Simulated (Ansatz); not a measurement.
C$_{4}$H$_{8}$O$_{2}$, charge -1, doublet, at the geometry of the source list (a state made from the parent by changing its charge; the spin is typed, not shown lowest) (a gas-phase anion, which may not be bound at this level). Base run: CAM-B3LYP/3-21G run with Ansatz (an electronic-structure program).

The Ansatz input:
Ansatz 0.2 input:
```yaml
crystal:
  periodic: [false, false, false]
  atoms:
    - {symbol: C, position_ang: [1.24640000, 0.54760000, -0.01630000]}
    - {symbol: C, position_ang: [0.93500000, -0.84780000, 0.51060000]}
    - {symbol: O, position_ang: [-0.15730000, -1.43340000, -0.17640000]}
    - {symbol: C, position_ang: [-1.08080000, -0.48080000, -0.67410000]}
    - {symbol: C, position_ang: [-1.10060000, 0.78100000, 0.17980000]}
    - {symbol: O, position_ang: [0.15730000, 1.43340000, 0.17640000]}
    - {symbol: H, position_ang: [2.09660000, 0.97920000, 0.51690000]}
    - {symbol: H, position_ang: [1.49450000, 0.48700000, -1.08620000]}
    - {symbol: H, position_ang: [1.78830000, -1.51380000, 0.36340000]}
    - {symbol: H, position_ang: [0.71310000, -0.79080000, 1.58640000]}
    - {symbol: H, position_ang: [-0.82360000, -0.21660000, -1.71040000]}
    - {symbol: H, position_ang: [-2.06030000, -0.96450000, -0.66840000]}
    - {symbol: H, position_ang: [-1.82470000, 1.49920000, -0.21200000]}
    - {symbol: H, position_ang: [-1.38400000, 0.52040000, 1.21010000]}
basis:
  gaussian:
    orbitals: 3-21G.json
hamiltonian:
  xc: cam_b3lyp
total_charge: -1
magnetization: {spin_polarized: true, initial_magnetization: 1}
```
The basis file holds 3-21G in the JSON format of the Basis Set Exchange.

Each row names what was changed in the base input (with any setting that the change needs).

```csv
change,ΔE vs base (kcal/mol)
base,0.000
forces = on,0.000
"final_grid = 10, 20, 41",0.001
"final_grid = 14, 28, 59",-0.001
"point_charge = charge:0.5 position_ang:2.7968, -4.5144, 0.8038",-33.86
"point_charge = charge:-1.0 position_ang:-0.0527, -1.1305, -5.2505",56.55
"final_grid = 6, 12, 29",-0.007
lower_state_search = light,0.000
fitting.mean_field = cc-pVTZ-JKFIT,-0.078
"final_grid = 4, 8, 17",0.195
lower_state_search = off,0.000
```

A gas-phase anion may not be bound at this level; its values then depend on the basis.
